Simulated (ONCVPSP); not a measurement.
# lutetium (Lu), ONCV: configuration errors across variants

* Element: Lu (Z = 71)
* Generator: ONCVPSP 4.0.1
* Type: optimised norm-conserving Vanderbilt (ONCV)
* Functional: PBE
* Relativity: scalar-relativistic
* Frozen core: [Kr] 4d10
* Valence charge: 25
* Reference configuration: 4f14 5s2 5p6 5d1.5 6s1.5
* Partial waves: 5s+6s: rc 1.60 bohr, ncon 5, nbas 8, qcut 6.2 1/bohr, 2 projectors; 5p: rc 1.95 bohr, ncon 4, nbas 9, qcut 8.1 1/bohr, 2 projectors, debl 3.1 Ha; 5d: rc 2.00 bohr, ncon 3, nbas 6, qcut 4.9 1/bohr, 2 projectors, debl 2.5 Ha; 4f: rc 0.70 bohr, ncon 3, nbas 8, qcut 24.5 1/bohr, 2 projectors, debl 4 Ha
* Local potential: polynomial inside 0.70 bohr (lpopt 5, dvloc0 0 Ha)
* Core correction: none

All-electron excitation energies from the reference (eV): (1) 4f14 5s2 5p6 5d1 6s2 -1.480; (2) 4f14 5s2 5p6 5d1 6s1 5.886; (3) 4f14 5s2 5p5 5d1 6s2 35.562.

1 further variants failed, have other tests or too few solved ones, and are left out.

A true bound ghost makes a file unfit for plane-wave use even where its test errors are small: the radial tests pick states by their node count and pass the ghost by.

Errors AE − PS in meV (a dash: test not solved or not reliable):

| change | (1) | (2) | (3) | bound ghosts | GHOST(+) flags above zero |
| --- | --- | --- | --- | --- | --- |
| base | +1.5 | -0.2 | -63 | s, p | d |
| s: rc 2.1 | +1.1 | -0.1 | -68 | s, p | d |
| all radii scaled by about 0.95 (s 1.52, p 1.86, d 1.90, f 0.66 bohr); local potential polynomial inside 0.66 bohr (lpopt 5, dvloc0 0 Ha) | +1.5 | -0.1 | -60 | s, p, f | d |
| d: ncon 4, nbas 7 | +1.6 | +0.1 | -62 | s, p | d |
| p: nbas 7 | +1.5 | -0.2 | -63 | s, p | d |
| local potential polynomial inside 0.70 bohr (lpopt 5, dvloc0 -2.5 Ha) | +1.5 | -0.2 | -63 | s, p | d |

Task: Give the same row for: f: nproj 0; local potential the f channel.

Result: +1.5, -0.1, -61; bound ghosts: s, p, d; GHOST(+) flags above zero: none.
